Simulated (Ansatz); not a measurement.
The same path of H$_{6}$N$_{3}$Y (10 atoms, charge 0, multiplicity 1) was run twice with different band settings. The coordinate that changes most is the dihedral N1–Y2–N4–H9.

Level of theory: Ansatz 0.2.0, RHF/def2-SVP.

Relaxed end points:

```xyz
10
Properties=species:S:1:pos:R:3
N -1.697 0.911 -1.023
Y 0.000 0.000 0.001
N 0.521 -2.082 -0.392
N 1.177 1.171 1.416
H -2.311 0.476 -1.695
H -2.034 1.856 -0.926
H 1.277 -2.611 0.013
H 0.055 -2.720 -1.019
H 1.978 0.866 1.947
H 1.035 2.134 1.679
```

```xyz
10
Properties=species:S:1:pos:R:3
N -1.697 0.912 -1.024
Y 0.001 0.001 -0.001
N 0.520 -2.082 -0.393
N 1.177 1.170 1.416
H -2.311 0.478 -1.695
H -2.034 1.857 -0.926
H 1.276 -2.611 0.014
H 0.055 -2.721 -1.019
H 1.036 2.133 1.680
H 1.977 0.863 1.947
```

Common settings: movable images 5; climbing image yes; optimiser quadratic models (default); start path IDPP; force threshold 0.05 eV/Å; iteration limit 60; end points relaxed.

| run | spring |
| --- | --- |
| 1 | 5.0 eV/Å² |
| 2 | 0.5 eV/Å² |

Question: What does each run give, and how far can it be trusted?

Answer: Run 1: converged after 7 iterations, highest image 0.147 eV above the first end. A vibrational analysis at the climbing image gives one clearly imaginary mode, 256i cm⁻¹: a first-order saddle point.
Run 2: converged after 7 iterations, highest image 0.147 eV above the first end. Another band between the same ends (5 images) ends at a top of the same energy, where a vibrational analysis finds 1 clearly imaginary mode.
